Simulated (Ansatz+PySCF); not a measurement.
**singlet GeH₄: levels of theory in one basis**

```yaml
atoms:
  - { symbol: Ge, position_ang: [0.0000, 0.0000, 0.0000] }
  - { symbol: H, position_ang: [0.8875, 0.8875, 0.8875] }
  - { symbol: H, position_ang: [0.8875, -0.8875, -0.8875] }
  - { symbol: H, position_ang: [-0.8875, 0.8875, -0.8875] }
  - { symbol: H, position_ang: [-0.8875, -0.8875, 0.8875] }
```

Basis set: def2-SVP (spherical functions). Frozen core: 9 orbitals. Charge 0, multiplicity 1.

Computed with Ansatz (development build ahead of 0.2.0); each method stands on the lowest determinant of its kind that the runs found. NEVPT2 correlates all electrons. Active spaces start from the frontier orbitals, and the lowest solution found is given.

```csv
method,E − E(RHF) (eV),<S²> of the determinant
RHF,0.00,0.00
RHF-MP2,-6.77,–
RHF-CCSD,-7.25,–
"CASSCF(8,8)",-1.59,–
"CASSCF(2,2)",-0.38,–
"SC-NEVPT2(8,8)",-8.02,–
"SC-NEVPT2(2,2)",-7.89,–
```

Task: What does RHF-CCSD(T) give on the same scale?

Result: -7.42 eV.

Task: Is a single determinant a sound starting point here?

Result: By this sign, yes. Unrestricted orbitals gain 0.00 eV and <S²> is 0.00 against 0.00 for a pure state. The CASSCF(8,8) natural occupations are 1.99, 1.97, 1.97, 1.97, 0.03, 0.02, 0.02, 0.02. The CASSCF(2,2) natural occupations are 1.98, 0.02.
